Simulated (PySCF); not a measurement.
# Radial density of N(2+) (nitrogen, charge +2)

UHF, [He] 2s2 2p1, 2P determinant. Computed with PySCF 2.14 in jorge-DZP-DKH (4s2p1d, 15 functions), with scalar relativity by spin-free X2C-1e.

```
r (bohr)  4πr²ρ (e/bohr)  4πr²(ρα − ρβ)
 0.00329         0.02775         0.0000
 0.00553         0.07679         0.0000
 0.00930          0.2059         0.0000
  0.0156          0.5254         0.0001
  0.0263           1.274         0.0002
  0.0443           2.794         0.0007
  0.0744           5.197         0.0035
   0.125           7.293         0.0175
   0.211           6.459         0.0778
   0.354           2.942         0.2704
   0.596           1.945         0.6631
    1.00           2.664         0.8256
    1.69           1.027         0.3287
    2.84         0.06420         0.0116
    4.77       0.0002882         0.0001
```

Densities and radii are taken from the X2C orbitals without a picture-change correction, which distorts them close to the nucleus.
